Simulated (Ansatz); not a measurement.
Cl4HSi2, SMILES Cl[Si]([SiH]Cl)(Cl)Cl, multiplicity 2.

Geometry: ωB97X-D3(BJ)/def2-SVP. The isomer is the one that the SMILES or the coordinates give; other isomers of the formula were not compared. One conformer was computed; it need not be the lowest.

Two levels are set side by side: PBE/def2-SVPD (Ansatz, a quantum-chemistry and plane-wave program) and PBE0/def2-SVPD (Ansatz). Energy differences of separate SCF runs at the same geometry; the states with an electron removed or added have multiplicity 1 and 1. Differences are taken from unrounded values.

```tsv
quantity	PBE0
vertical ionisation energy (eV)	8.85
vertical electron affinity (eV)	1.99
```

Q: What does PBE give, and how far is it from PBE0? (An estimate is asked for; the answer gives what the named calculation found.)

A: 
```csv
quantity,PBE,PBE minus PBE0
vertical ionisation energy (eV),8.56,-0.29
vertical electron affinity (eV),1.99,0.00
```
